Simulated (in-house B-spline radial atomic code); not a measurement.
Xe³⁺. Computed with a B-spline radial atomic code. Model: all-electron spherical atom, spin shells full or empty, radial basis limit, no spin-orbit coupling, Breit or QED, empty-state partial waves extrapolated as (l+1/2)^-4, RPA, G0W0 and static COHSEX of the highest shell as one setting changes (uncorrelated shells keep exact exchange).

Given: element Xe; charge 3; filled core Kr; hamiltonian one-electron scalar X2C; mean-field start Hartree-Fock; highest l of empty states 9; nuclear rms radius 4.7859 fm; highest mean-field shell 5p up.

Shell: 4d 5 5, 5s 1 1, 5p 3 0 (electrons up and down).

| lowest nl shells left uncorrelated | RPA correlation energy (hartree) | G0W0 level (eV) | G0W0 minus most complete (meV) | COHSEX level (eV) | linearised minus solved G0W0 (meV) |
| --- | --- | --- | --- | --- | --- |
| 0 | -3.7589 | -44.107 | 0 | -45.612 | -0.1 |
| 1 | -3.5798 | -44.106 | 0.4 | -45.612 | -0.1 |
| 2 | -3.3874 | -44.106 | 0.5 | -45.612 | -0.1 |
| 3 | ? | ? | ? | ? | ? |
| 4 | -2.6611 | -44.104 | 2.5 | -45.609 | -0.1 |
| 5 | ? | ? | ? | ? | ? |
| 6 | -1.3175 | -44.073 | 34.1 | -45.554 | -0.1 |
| 7 | -1.173 | -44.075 | 31.6 | -45.558 | -0.1 |
| 8 | -0.76264 | -44.083 | 23.7 | -45.558 | -0.1 |
| 9 | -0.13284 | -43.75 | 356.5 | -44.961 | 0 |
| 10 | -0.047888 | -43.831 | 276.1 | -44.74 | 0 |

Question: What follows for lowest nl shells left uncorrelated = 5?

Answer: RPA correlation energy -2.1426 hartree; G0W0 level -44.108 eV; G0W0 minus most complete -1.1 meV; COHSEX level -45.617 eV; linearised minus solved G0W0 -0.1 meV.

Question: What follows for lowest nl shells left uncorrelated = 3?

Answer: RPA correlation energy -2.8358 hartree; G0W0 level -44.104 eV; G0W0 minus most complete 2.6 meV; COHSEX level -45.608 eV; linearised minus solved G0W0 -0.1 meV.
